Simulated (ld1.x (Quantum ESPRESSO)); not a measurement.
## Eu (Z = 63), TM semilocal: configuration errors across variants

ld1.x (Quantum ESPRESSO) 7.5 input, shortened:

```
&input
   title='Eu', zed=63., rel=1, dft='PBE', iswitch=3,
   config='[Xe] 4f7 5d0 6s0 6p0'
 /
 &inputp
   pseudotype=1, tm=.true., lloc=1,
   nlcc=.false.
 /
4
5S  1  0   2.00   0.00  1.80  1.80  0.0
5D  3  2   0.00   0.00  3.15  3.15  0.0
4F  4  3   7.00   0.00  0.85  0.85  0.0
5P  2  1   6.00   0.00  2.50  2.50  0.0
 &test
   configts(1)='4f7 5s2 5p6 5d0 6s0 6p0'
 /
```

All-electron excitation energies from the reference (eV): (1) 4f7 5s2 5p6 5d0 6s2 6p0 -17.254; (2) 4f7 5s2 5p6 5d0 6s1 6p0 -11.236; (3) 4f6 5s2 5p6 5d0 6s0 6p0 24.402; (4) 4f5 5s2 5p6 5d0 6s0 6p0 67.176; (5) 4f7 5s1 5p6 5d0 6s2 6p0 32.962.

A semilocal file is local in each channel, so a ghost entry of none says nothing of the separable form that plane-wave codes build from it.

Tests that are not counted but printed errors over 1 eV. “base”: 4f7 5s2 5p6 5d0 6s0 6p2 (pseudo-atom not self-consistent, printed error -1165 eV); 4f7 5s2 5p6 5d0 6s1 6p1 (solver errors, printed error -8.7 eV). “wave 5s (bound): rc 1.80 bohr becomes 5s (bound): rc 1.12 bohr”: 4f7 5s2 5p6 5d0 6s0 6p2 (pseudo-atom not self-consistent, printed error -2196 eV); 4f7 5s2 5p6 5d0 6s1 6p1 (solver errors, printed error -9.1 eV). “wave 5s (bound): rc 1.80 bohr becomes 5s (bound): rc 1.36 bohr”: 4f7 5s2 5p6 5d0 6s0 6p2 (pseudo-atom not self-consistent, printed error -1941 eV); 4f7 5s2 5p6 5d0 6s1 6p1 (solver errors, printed error -12.9 eV). “wave 5s (bound): rc 1.80 bohr becomes 5s (bound): rc 1.54 bohr”: 4f7 5s2 5p6 5d0 6s0 6p2 (pseudo-atom not self-consistent, printed error -1427 eV); 4f7 5s2 5p6 5d0 6s1 6p1 (solver errors, printed error -8.7 eV). “wave 5s (bound): rc 1.80 bohr becomes 5s (bound): rc 1.68 bohr”: 4f7 5s2 5p6 5d0 6s0 6p2 (pseudo-atom not self-consistent, printed error -1448 eV); 4f7 5s2 5p6 5d0 6s1 6p1 (solver errors, printed error -9.2 eV).

Errors AE − PS in meV (a dash: test not solved or not reliable):

| change | (1) | (2) | (3) | (4) | (5) | bound ghosts |
| --- | --- | --- | --- | --- | --- | --- |
| base | +384 | +272 | +111 | +449 | +786 | not determined |
| wave 5s (bound): rc 1.80 bohr becomes 5s (bound): rc 1.12 bohr | +137 | +97 | +94 | +356 | +276 | not determined |
| wave 5s (bound): rc 1.80 bohr becomes 5s (bound): rc 1.36 bohr | +71 | +50 | +83 | +289 | +127 | not determined |
| wave 5s (bound): rc 1.80 bohr becomes 5s (bound): rc 1.54 bohr | +123 | +87 | +89 | +326 | +239 | not determined |
| wave 5s (bound): rc 1.80 bohr becomes 5s (bound): rc 1.68 bohr | +215 | +152 | +98 | +376 | +433 | not determined |
| wave 5s (bound): rc 1.80 bohr becomes 5s (bound): rc 1.82 bohr | +465 | +328 | +116 | +478 | +951 | not determined |
| wave 5s (bound): rc 1.80 bohr becomes 5s (bound): rc 2.02 bohr | +947 | +668 | +140 | +609 | +1914 | not determined |
| wave 5s (bound): rc 1.80 bohr becomes 5s (bound): rc 2.34 bohr | +2280 | +1584 | +178 | +810 | +4329 | not determined |
| wave 5s (bound): rc 1.80 bohr becomes 5s (bound): rc 2.56 bohr | +3183 | +2180 | +194 | +889 | +5781 | not determined |
| wave 5s (bound): rc 1.80 bohr becomes 5s (bound): rc 2.68 bohr | +3814 | +2582 | +202 | +929 | +6719 | not determined |

Give the same row for: wave 5s (bound): rc 1.80 bohr becomes 5s (bound): rc 2.14 bohr.

+1306, +918, +153, +679, +2598; bound ghosts: not determined. Not counted: 4f7 5s2 5p6 5d0 6s0 6p2 (pseudo-atom not self-consistent, printed error -2240 eV); 4f7 5s2 5p6 5d0 6s1 6p1 (solver errors, printed error -8.8 eV).
